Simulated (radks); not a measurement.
Values are calculated unless marked as measured or tabulated.
Ionisation of neutral scandium, [Ar] 3d1 4s2, to Sc+, [Ar] 3d1 4s1, under several functionals. Scalar-relativistic Kohn-Sham, spin-polarised, spherical densities, finite nucleus; open shells are filled with parallel spins first; a radial shooting solver on a logarithmic mesh with Libxc functionals.

functional,E(Sc) (hartree),Exc (hartree),IE (eV),-e(HOMO) (eV),<r> HOMO (bohr),IE error (eV)
PW91,-764.30341,-39.13203,6.491,3.575,1.835,-0.070
PBE,-764.06114,-38.88216,6.461,3.512,1.839,-0.101
Wu-Cohen GGA,-763.71537,-38.53029,6.328,3.550,1.837,-0.234
RPBE,-764.23255,-39.05831,6.441,3.479,1.840,-0.121
SOGGA,-763.00497,-37.80071,6.291,3.451,1.841,-0.271
exchange-only B88,-763.42928,-38.23084,5.607,2.783,1.879,-0.954
r2SCAN,-764.24337,-39.05848,6.185,3.418,1.838,-0.376
BLYP,-764.31452,-39.14029,6.512,3.354,1.839,-0.049

NIST Atomic Spectra Database: 6.561 eV (measured). Closest: BLYP. The Delta-SCF values span 0.90 eV, the total energies 1.31 hartree. The highest occupied level is 3d. Open shells are spherical and high-spin; term and fine-structure splittings are not resolved.
